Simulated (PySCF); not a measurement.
**Working out the ionisation energy of S+**

S+ [Ne] 3s2 3p3 (4S) → S(2+) [Ne] 3s2 3p2 (3P). Calculation: PySCF 2.14, in aug-cc-pV(D+d)Z (5s4p3d, 32 functions); the non-relativistic Hamiltonian (point nucleus). Frozen: [Ne]. Energies in hartree (1 hartree = 27.21139 eV):

```
            part   S+ (lower)  S(2+) (upper)
             UHF  -397.159772    -396.324755
CCSD correlation    -0.092148      -0.077929
             (T)    -0.001363      -0.001017
```

Problem. What does Hartree-Fock give?

Solution. (-396.324755) − (-397.159772) = 0.835017 hartree = 22.722 eV.

Problem. What do CCSD and CCSD(T) give?

Solution. The CCSD correlation energies differ by 0.014219 hartree = 0.387 eV and the triples by 0.000346 hartree = 0.009 eV, so CCSD gives 23.109 eV and CCSD(T) 23.118 eV.

A first-order spin-orbit estimate adds -0.061 eV to CCSD(T) (valence), giving 23.057 eV against 23.338 eV (measured; NIST Atomic Spectra Database, ionization energies).

What remains against the reference includes basis incompleteness, the frozen core and higher excitations.
